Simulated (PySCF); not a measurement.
# Heteronuclear NMR

Cartesian coordinates in Å; atom numbers follow the order of the lines, from 1:
```xyz
13

C    -2.9737   -0.2353    0.1955
C    -1.8103    0.3797    0.0918
O    -0.6316   -0.3216    0.1367
C     0.5310    0.3601    0.0292
O     0.6010    1.5548   -0.1070
C     1.6728   -0.5721    0.1017
C     2.9217   -0.1356    0.0195
H    -3.0348   -1.3022    0.3172
H    -3.8916    0.3195    0.1594
H    -1.6949    1.4495   -0.0323
H     1.4182   -1.6138    0.2249
H     3.1204    0.9167   -0.1030
H     3.7676   -0.7992    0.0700
```

Computed data (PySCF): NMR shieldings at PBE0/pcSseg-1/GIAO, structure optimised with GFN2-xTB. Non-relativistic Hamiltonian, a single conformation, isolated molecule.

Question: What are the $^{17}$O shifts?

Answer: 
```json
{"atoms": "O5", "environment": "ester carbonyl oxygen", "σ (ppm)": "-64.7", "δ (ppm)": "325.6"}
{"atoms": "O3", "environment": "ester alkoxy oxygen", "σ (ppm)": "71.8", "δ (ppm)": "201.3"}
```

Shieldings were converted by a linear fit to measured shifts: $^{17}$O: δ = 266.70 − 0.911σ (rms 10.7 ppm, 155 shifts, 12.2 ppm with the 3 outliers that the fit left out vs liquid water, solution or neat liquid). A few per cent of atoms miss by over 2 rms, more outside the fitted compound classes.

On a 600 MHz spectrometer $^{17}$O resonates near 81.3 MHz, so 1 ppm is 81.3 Hz.
